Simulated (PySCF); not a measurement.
Tc⁺ (technetium, charge +1) across methods

[Kr] 4d4 5s2, high-spin 5D determinant (an excited configuration). Computed with PySCF 2.14 in x2c-QZVPPall, with scalar relativity by spin-free X2C-1e.

```json
{"method": "PBE0", "E (hartree)": "-4284.53", "mean ε 4d α (eV)": "-19.932", "mean ε 5s α (eV)": "-13.834", "mean ε 5s β (eV)": "-12.603", "Σ⟨r²⟩ (bohr²)": "46.99", "⟨S²⟩": "6.005"}
{"method": "r2SCAN", "E (hartree)": "-4284.85", "mean ε 4d α (eV)": "-18.739", "mean ε 5s α (eV)": "-13.300", "mean ε 5s β (eV)": "-11.991", "Σ⟨r²⟩ (bohr²)": "47.14", "⟨S²⟩": "6.014"}
{"method": "PBE", "E (hartree)": "-4284.46", "mean ε 4d α (eV)": "-18.085", "mean ε 5s α (eV)": "-13.113", "mean ε 5s β (eV)": "-11.909", "Σ⟨r²⟩ (bohr²)": "46.94", "⟨S²⟩": "6.005"}
{"method": "LDA", "E (hartree)": "-4279.97", "mean ε 4d α (eV)": "-18.109", "mean ε 5s α (eV)": "-13.374", "mean ε 5s β (eV)": "-12.236", "Σ⟨r²⟩ (bohr²)": "46.73", "⟨S²⟩": "6.004"}
```

(1) Estimate the same row for UHF.

Results:

(1) E (hartree) = -4282.66196; mean ε 4d α (eV) = -24.718; mean ε 5s α (eV) = -15.291; mean ε 5s β (eV) = -13.710; Σ⟨r²⟩ (bohr²) = 48.05; ⟨S²⟩ = 6.012.
